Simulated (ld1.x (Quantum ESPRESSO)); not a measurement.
**Plane-wave convergence, TM potential for Hf (Z = 72)**

* Element: hafnium (Hf)
* Generator: ld1.x (Quantum ESPRESSO) 7.5
* Type: norm-conserving Troullier–Martins (Kleinman–Bylander form)
* Functional: LDA (PZ)
* Relativity: scalar-relativistic
* Frozen core: [Xe] 4f14
* Valence charge: 4
* Reference configuration: 5d2 6s2 6p0
* Partial waves: 6p (bound, empty): rc 3.55 bohr; 5d (bound): rc 3.05 bohr; 5f channel at 0.1 Ry: rc 2.80 bohr; 6s (bound): rc 2.05 bohr
* Local potential: the s channel
* Core correction: Bessel-smoothed model core inside 1.80 bohr

The pseudo-atom Hamiltonian at the reference potential is diagonalised in spherical Bessel functions j_l(qr) that vanish at 20 bohr, with q² up to the cutoff. All-electron valence levels (Ry): 6p -0.1080, 5d -0.2111, 6s -0.3872.

**Question.** How do the lowest levels (Ry) of each channel move with the cutoff, and are there ghosts?

**Answer.**

```
cutoff (Ry)     p #1    p #2     d #1    f #1     s #1     s #2  Σ f·Δε (mRy)
          8  -0.1079  0.0473  -0.0770  0.1051  -0.3469   0.0062         348.9
         15  -0.1080  0.0473  -0.1979  0.1051  -0.3791   0.0014          42.7
         21  -0.1080  0.0473  -0.2109  0.1051  -0.3857  -0.0002           3.5
         35  -0.1080  0.0473  -0.2111  0.1051  -0.3863  -0.0002           2.0
         45  -0.1080  0.0473  -0.2111  0.1051  -0.3865  -0.0002           1.5
         60  -0.1080  0.0473  -0.2111  0.1051  -0.3869  -0.0003           0.6
        400  -0.1080  0.0473  -0.2111  0.1051  -0.3872  -0.0003           0.0
```

Result: no extra level below or beside the all-electron valence levels (p, d, f, s tested); 10 mRy is reached at 18 Ry and 1 mRy at 50 Ry.

Its largest configuration-test error is -324 meV.
